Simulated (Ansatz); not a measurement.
**One arrangement of a pair**

The pair of K⁺ (SMILES [K+], atom 1) and Br⁻ (SMILES [Br-], atom 2), both closed shells, in one local arrangement (a lower one may exist), relaxed at PBE0-D4/def2-TZVP:

K1  (0.000, 0.000, -1.424)
Br2  (0.000, 0.000, 1.424)
(Å)

Computed with Ansatz 0.2.0 (basis: def2-TZVPPD, with def2-QZVPPD for the basis limit); correlated methods freeze the cores. Filled d shells of the heavier atoms are correlated. The outer core shell of Li, Na, Mg and K is correlated. The def2 sets are not built for correlating such inner shells, so the correlated values are less sure here. B3LYP uses VWN-RPA correlation. Extrapolation: Hartree–Fock as exp(−7.88 √X), correlation as X^−2.97. Interaction energies count from these two fragments, frozen as in the pair, with the counterpoise correction; negative means bound.

Question: What is the interaction energy by CCSD(T) at an estimated basis limit (MP2 extrapolated from triple and quadruple zeta, plus CCSD(T) − MP2 in triple zeta)? (An estimate is asked for; the value comes from the calculation.)

Answer: Computed: -469.9 kJ/mol. Hartree–Fock alone gives -447.4 kJ/mol at the basis limit. It counts from the two fragments frozen as in the pair.

The same quantity by other methods in triple zeta, and each one's difference from that estimate:
```csv
method,E_int (kJ/mol),difference
PBE-D4,-467.8,2.1
revPBE-D4,-459.6,10.4
BLYP-D4,-461.5,8.5
r2SCAN-D4,-462.8,7.1
B97M-V,-462.1,7.9
PBE0-D4,-466.7,3.3
B3LYP-D4,-463.2,6.7
HSE06-D4,-466.9,3.0
wB97X-V,-463.2,6.8
wB97M-V,-463.4,6.5
B2PLYP,-458.8,11.2
HF,-443.7,26.3
MP2,-455.3,14.7
CCSD,-452.8,17.1
CCSD(T),-453.4,16.5
```
Differences are method less estimate.

Question: Which atoms make the shortest contact between the fragments?

Answer: K1 and Br2, 2.85 Å apart.

Basis-set superposition shift (counterpoise-corrected less uncorrected): CCSD(T) 4.9; MP2 4.6; HF 0.5; PBE0-D4 0.6; wB97M-V 0.5 kJ/mol.

T1 diagnostic: at most 0.006.

For scale, one of the runs: CCSD(T)/def2-TZVPPD, 93 basis functions, launched by `ansatz run in.yaml --threads 2 --pin off --events-out ev --progress --plain --max-ram 5222MiB`. The run took about 2.7 s on 2 CPU threads of an Intel Xeon 6975P-C (shared host).
